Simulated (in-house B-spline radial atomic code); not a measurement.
Ionising neutral chlorine with different functionals

Computed with an all-electron radial atomic-structure program (B-spline basis): non-relativistic Hamiltonian, point nucleus, spin-polarised at highest spin, spherical fractional occupations for the functionals, the average over the highest-spin determinants for Hartree-Fock. The ionisation energy is the difference of two self-consistent energies, [Ne] 3s2 3p5 → [Ne] 3s2 3p4, without Breit or QED terms; ε is the level of the shell that loses the electron (its least bound occupied spin orbital).

Hybrids are left out here: with spherical fractional occupations of an open shell their exact exchange keeps a self-interaction that integer-occupation calculations don't have.

```
           method          rung  ΔSCF (eV)  -ε(3p) (eV)
     Hartree-Fock  Hartree-Fock      11.78        12.88
         LDA VWN5           LDA      13.25         8.29
         LDA PW92           LDA      13.25         8.29
LDA exchange-only           LDA      11.71         6.92
              PBE           GGA      13.06         8.13
           PBEsol           GGA      13.04         8.11
             BLYP           GGA      12.96         8.02
             RPBE           GGA      13.03         8.10
             PW91           GGA      13.13         8.19
             BP86           GGA      13.19         8.25
             AM05           GGA      13.03         8.09
             OLYP           GGA      12.94         8.01
             TPSS      meta-GGA      13.08         8.18
             SCAN      meta-GGA      13.13         8.32
           r2SCAN      meta-GGA      13.12         8.30
            M06-L      meta-GGA      13.06         8.21
          revTPSS      meta-GGA      13.06         8.17
```

(1) How do they compare with the NIST value?

## Answers

(1) NIST lists 12.968 eV (measured, ground level to ground level). Errors run from -1.26 to +0.28 eV; BLYP is closest (-0.00 eV), but part of that can be cancellation, since the calculations leave out relativity, Breit-QED terms, multiplet and fine-structure energies. Hartree-Fock also lacks correlation.
